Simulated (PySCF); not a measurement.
Species: C7H7 (doublet state).
Bonds: C1–C2 (double), C2–C3, C3–C4, C4–C5 (double), C5–C6, C6–C7 (double), C1–C7. Hydrogens: H8 on C2; H9, H10 on C3; H11 on C4; H12 on C5; H13 on C6; H14 on C7.

Structure optimised with GFN2-xTB, isolated species. This method treats the open shell by occupation alone, without spin polarisation.

(1) What internal coordinates does the optimisation give?

## Answers

(1) 
```json
{"bond": "C1=C2", "length (Å)": "1.304", "order": "double"}
{"bond": "C2–C3", "length (Å)": "1.522", "order": "single"}
{"bond": "C3–C4", "length (Å)": "1.498", "order": "single"}
{"bond": "C4=C5", "length (Å)": "1.356", "order": "double"}
{"bond": "C5–C6", "length (Å)": "1.419", "order": "single"}
{"bond": "C6=C7", "length (Å)": "1.388", "order": "double"}
{"bond": "C1–C7", "length (Å)": "1.360", "order": "single"}
{"bond": "C2–H8", "length (Å)": "1.077", "order": "single"}
{"bond": "C3–H9, C3–H10", "length (Å)": "1.091", "order": "single"}
{"bond": "C4–H11", "length (Å)": "1.082", "order": "single"}
{"bond": "C5–H12", "length (Å)": "1.085", "order": "single"}
{"bond": "C6–H13", "length (Å)": "1.082", "order": "single"}
{"bond": "C7–H14", "length (Å)": "1.080", "order": "single"}
```

Bonds in one row agree within 0.01 Å and their mean is given. Orders are formal, as drawn. A selection of angles:
```json
{"angle": "C2–C1–C7", "degrees": "139.3"}
{"angle": "C1–C2–C3", "degrees": "114.8"}
{"angle": "C1–C2–H8", "degrees": "125.6"}
{"angle": "C3–C2–H8", "degrees": "119.5"}
{"angle": "C2–C3–C4", "degrees": "102.4"}
{"angle": "C2–C3–H9", "degrees": "110.5"}
{"angle": "C2–C3–H10", "degrees": "111.8"}
{"angle": "C4–C3–H9", "degrees": "111.2"}
{"angle": "H9–C3–H10", "degrees": "109.3"}
{"angle": "C3–C4–C5", "degrees": "125.5"}
{"angle": "C3–C4–H11", "degrees": "116.5"}
{"angle": "C5–C4–H11", "degrees": "117.9"}
{"angle": "C4–C5–C6", "degrees": "128.5"}
{"angle": "C4–C5–H12", "degrees": "116.5"}
{"angle": "C6–C5–H12", "degrees": "115.0"}
{"angle": "C5–C6–C7", "degrees": "124.5"}
{"angle": "C5–C6–H13", "degrees": "117.1"}
{"angle": "C7–C6–H13", "degrees": "118.4"}
{"angle": "C6–C7–H14", "degrees": "120.2"}
{"angle": "C1–C7–C6", "degrees": "117.9"}
{"angle": "C1–C7–H14", "degrees": "121.7"}
```

Torsions: C7–C1–C2–C3 23° (synperiplanar); C1–C2–C3–C4 -72° (synclinal); C2–C3–C4–C5 60° (synclinal); C3–C4–C5–C6 -4° (synperiplanar); C4–C5–C6–C7 -22° (synperiplanar); C5–C6–C7–C1 -12° (synperiplanar); C2–C1–C7–C6 30°. The mirror-image conformer, all signs reversed, is as good.

C7 (carbon bonded to 2 C and H) is planar (angles 121.7°, 120.2° and 117.9°, sum 359.7°, 0.04 Å off the plane of its three neighbours). C2 (carbon bonded to 2 C and H) is planar (angles 125.6°, 119.5° and 114.8°, sum 359.9°, 0.03 Å off the plane of its three neighbours). C4 (carbon bonded to 2 C and H) is planar (angles 125.5°, 117.9° and 116.5°, sum 360.0°, 0.00 Å off the plane of its three neighbours). The 7-membered ring C1–C2–C3–C4–C5–C6–C7 has internal angles of 102.4° to 139.3°; it is puckered, 0.29 Å rms from its mean plane, widest ring torsion 72°. C6 (carbon bonded to 2 C and H) is planar (angles 124.5°, 118.4° and 117.1°, sum 360.0°, 0.00 Å off the plane of its three neighbours). Of the pairs four or more bonds apart, C7···H9 is among the closest relative to their van der Waals radii: 2.97 Å, 103 % of the sum of Bondi's values. The C–C distances run from 1.304 Å (C1=C2, drawn double in a drawing that doesn't fit all lengths) to 1.522 Å (C2–C3, drawn single in a drawing that doesn't fit all lengths), a spread of 0.218 Å.

Point group: C1 (no symmetry element, even within 0.4 Å). Not checked by GFN2-xTB frequencies.

All values are computed, not measured.
